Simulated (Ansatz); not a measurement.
CH6BNOSi (`N=C([SiH3])BO`), relaxed with RKS PBE0-D4/def2-TZVP in the Gaussian-basis code of Ansatz from a PBE-D4/def2-SVP geometry. The force threshold is 0.005 eV/Å; the program also tests the step.

Total charge 0; spin multiplicity 1.

Start:

```xyz
11

N     0.543    1.486    1.187
C     0.249    0.489    0.409
Si   -1.521    0.139   -0.268
B     1.442   -0.476    0.012
O     1.127   -1.514   -0.812
H    -0.304    2.060    1.388
H    -1.555    0.181   -1.773
H    -2.028   -1.205    0.184
H    -2.424    1.217    0.280
H     2.579   -0.302    0.419
H     1.894   -2.075   -1.027
```

Q: How much energy does the relaxation release, and in how many steps? (Estimate.)

A: Ansatz gave: 0.05 eV, in 7 steps.

Q: Which bonds change most? (Estimate.)

A: Computed: C2–Si3 from 1.927 to 1.903 Å; B4–H10 from 1.220 to 1.198 Å; Si3–H7 from 1.506 to 1.486 Å; Si3–H9 from 1.510 to 1.490 Å.

Q: Give the relaxed structure. (An estimate is asked.)

A: Computed: 
```xyz
11

N     0.518    1.461    1.165
C     0.239    0.474    0.396
Si   -1.516    0.146   -0.262
B     1.437   -0.475    0.010
O     1.142   -1.514   -0.804
H    -0.310    2.030    1.369
H    -1.550    0.193   -1.747
H    -2.016   -1.180    0.185
H    -2.390    1.220    0.290
H     2.549   -0.286    0.415
H     1.896   -2.069   -1.017
```
